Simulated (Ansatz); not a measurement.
Two members of one family (Series GeH3X), computed with Ansatz in the gas phase. Binding counts from free atoms in the multiplicity of their measured ground term, without zero-point energy. The structures are stationary points that may keep the symmetry of their start.

First: Ge(NH2)H3 (singlet, charge 0, r2SCAN-D4/def2-TZVP geometry).

```xyz
7

Ge   -0.4945   -0.3443    0.3492
N     0.9950    0.3216   -0.5165
H     1.3303    1.1875   -0.1103
H     0.8326    0.4919   -1.5019
H    -0.0860   -0.5752    1.8073
H    -0.8482   -1.6665   -0.3408
H    -1.7293    0.5850    0.3130
```

```
                level  HOMO (eV)  LUMO (eV)  gap (eV)  binding per atom (eV)
LDA (SPW92)/def2-TZVP      -6.01      -0.60      5.41                   3.34
      PBE-D4/def2-SVP      -5.62       0.00      5.62                   2.94
     PBE0-D4/def2-SVP      -7.13       0.86      7.99                   2.91
   BHLYP-D4/def2-TZVP      -8.71       1.10      9.82                   2.89
    LC-ωPBE/def2-TZVP     -10.17       2.55     12.72                   2.92
```

Second: Ge(CCH)H3 (singlet, charge 0, r2SCAN-D4/def2-TZVP geometry).

```xyz
7

Ge    0.757    0.150   -0.783
C    -0.549   -0.103    0.569
C    -1.382   -0.274    1.426
H    -2.114   -0.420    2.187
H     2.142   -0.086   -0.178
H     0.648    1.582   -1.311
H     0.497   -0.850   -1.911
```

Problem. Estimate how these quantities change from the first to the second (second minus first).

Solution. 
```tsv
level	Δ HOMO (eV)	Δ LUMO (eV)	Δ gap (eV)	Δ binding per atom (eV)
LDA (SPW92)/def2-TZVP	-1.10	-0.35	0.75	0.80
PBE-D4/def2-SVP	-1.22	-0.57	0.65	0.77
PBE0-D4/def2-SVP	-0.98	-0.50	0.48	0.75
BHLYP-D4/def2-TZVP	-0.50	0.12	0.62	0.65
LC-ωPBE/def2-TZVP	-0.80	-0.06	0.74	0.70
```
